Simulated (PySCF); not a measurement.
# Spinor energies of Ti³⁺ (titanium, charge +3)

Start: [Ar] 4s1; 4s1/2 filled at m_j = +1/2. Calculated with PySCF 2.14 in x2c-TZVPall-2c (6s7p4d1f, 54 functions): generalised Hartree-Fock with the X2C-1e Hamiltonian and a Gaussian nucleus; one run each with spin-orbit coupling (SO) switched off, then screened by Boettger's factors. This is a chosen level, not necessarily the ground level.

```
spinor shell  electrons  ε, spin-free (eV)  ε, screened SO (eV)  weight of nominal j (screened SO)  rms radius, screened SO (bohr)
       1s1/2          2            -5060.7              -5060.7                              1.000                          0.0804
       2s1/2          2            -633.97              -633.96                              1.000                           0.350
       2p1/2          2            -529.43              -533.43                              1.000                           0.318
       2p3/2          4            -529.43              -527.46                              1.000                           0.321
       3s1/2          2            -120.05              -120.05                              1.000                            1.04
       3p1/2          2            -88.679              -89.216                              0.980                            1.11
       3p3/2          4            -88.679              -88.415                              0.990                            1.12
       4s1/2          1            -31.968              -31.968                              1.000                            2.98
```

```tsv
quantity	spin-free	screened SO
E (hartree)	-850.69731	-850.70378
M_J	1/2	1/2
⟨J²⟩	0.750	0.750
⟨L²⟩	0.000	0.000
⟨S²⟩	0.750	0.750
```

Each row is a mean over spinors that exchange with the open shell spreads, by up to 0.573 eV (3s1/2).

Without spin-orbit coupling the j labels of p, d and f shells carry no meaning; the spin-free column gives the mean over the occupied spinors of each nl shell.
